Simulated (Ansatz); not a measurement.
Relaxation of C2H11BSSi2 (17 atoms, charge 0, multiplicity 1), to a largest force component of 0.02 eV/Å in at most 50 steps.

Theory: RKS PBE0-D4/6-31G* in Ansatz 0.2.0.

```xyz
17
Properties=species:S:1:pos:R:3
B -0.148 -1.963 -1.317
Si 0.097 -0.902 0.295
Si 2.160 -0.110 0.283
C -1.079 0.507 0.430
C -0.985 1.503 -0.713
S -0.962 1.345 2.041
H -1.037 -1.610 -2.066
H 0.530 -2.829 -1.583
H -0.060 -1.784 1.488
H 2.419 0.670 1.547
H 3.127 -1.236 0.266
H 2.409 0.758 -0.861
H -0.932 2.716 1.887
H -0.012 2.000 -0.636
H -1.113 0.999 -1.677
H -1.755 2.335 -0.588
H -1.389 0.233 2.767
```

Q: Where does it end, and by what steps?

A: It converged. After 21 steps the energy has fallen by 3.370 eV; H17 moved furthest, 1.81 Å.

| step | energy less start (eV) | largest force component (eV/Å) | accepted |
| --- | --- | --- | --- |
| 0 | 0.0000 | 3.228 | yes |
| 1 | -1.2820 | 1.483 | yes |
| 2 | -1.8897 | 1.663 | yes |
| 3 | -2.2524 | 1.657 | yes |
| 4 | -2.4634 | 0.701 | yes |
| 5 | -2.5366 | 0.236 | yes |
| 6 | -2.5746 | 0.551 | yes |
| 7 | -2.7018 | 0.892 | yes |
| 8 | -2.8756 | 0.915 | yes |
| 9 | -3.0543 | 0.681 | yes |
| 10 | -3.1790 | 0.742 | yes |
| 11 | -3.2701 | 0.456 | yes |
| 12 | -3.2975 | 0.500 | yes |
| 13 | -3.3456 | 0.274 | yes |
| 14 | -3.3251 | 0.721 | no |
| 15 | -3.3648 | 0.082 | yes |
| 16 | -3.3667 | 0.042 | yes |
| 17 | -3.3679 | 0.047 | yes |
| 18 | -3.3686 | 0.020 | yes |
| 19 | -3.3691 | 0.031 | yes |
| 20 | -3.3692 | 0.036 | yes |
| 21 | -3.3695 | 0.012 | yes |

```xyz
17
Properties=species:S:1:pos:R:3
B 0.002 -1.919 -1.298
Si 0.150 -0.891 0.388
Si 2.459 -0.368 0.082
C -0.889 0.610 0.584
C -1.239 1.554 -0.530
S -1.187 1.081 2.151
H -0.320 -1.402 -2.332
H 0.420 -3.042 -1.353
H 0.125 -1.690 1.651
H 2.923 0.420 1.266
H 3.359 -1.554 -0.048
H 2.673 0.492 -1.122
H -0.718 2.367 2.433
H -0.656 2.489 -0.506
H -1.052 1.085 -1.503
H -2.303 1.837 -0.508
H -2.477 1.562 2.209
```

Whether the end is a true minimum wasn't checked by a vibrational analysis.

Time of the run: 110 s on 2 threads of Arm Neoverse V2, on a shared host, peak memory 0.34 GiB.
